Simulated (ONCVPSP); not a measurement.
Configuration tests for Ni (ONCV)

nickel, optimised norm-conserving Vanderbilt (ONCV), made with ONCVPSP 4.0.1 (PBE, scalar-relativistic). Core [Ne], reference 3s2 3p6 3d8 4s2. Waves: 3s+4s: rc 1.50 bohr, ncon 4, nbas 8, qcut 7.1 1/bohr, 2 projectors; 3p: rc 1.20 bohr, ncon 4, nbas 7, qcut 13.8 1/bohr, 2 projectors, debl 0.8 Ha; 3d: rc 0.85 bohr, ncon 4, nbas 9, qcut 15 1/bohr, 2 projectors, debl 1 Ha. Local part: polynomial inside 0.75 bohr (lpopt 5, dvloc0 0 Ha). Core correction: polynomial model core, fcfact 0.65.

In the p channel the program set the typed energies aside and used -2.623, 0.250 Ha.

Energies are relative to the spin-unpolarised reference configuration 3s2 3p6 3d8 4s2; without spin polarisation the order of configurations can differ from experiment.

| valence configuration | charge | ΔE all-electron (eV) | error AE − PS (meV) |
| --- | --- | --- | --- |
| 3s2 3p6 3d8 4s1 | +1 | 9.323 | -0.6 |
| 3s2 3p6 3d8 4s0 | +2 | 26.674 | -1.0 |
| 3s2 3p6 3d7 4s0 | +3 | 64.140 | -8.1 |

(1) What are ΔE and the potential's error for 3s2 3p6 3d8.5 4s1.5?

Results:

(1) ΔE = -1.183 eV all-electron; the error (AE − PS) is +0.3 meV.
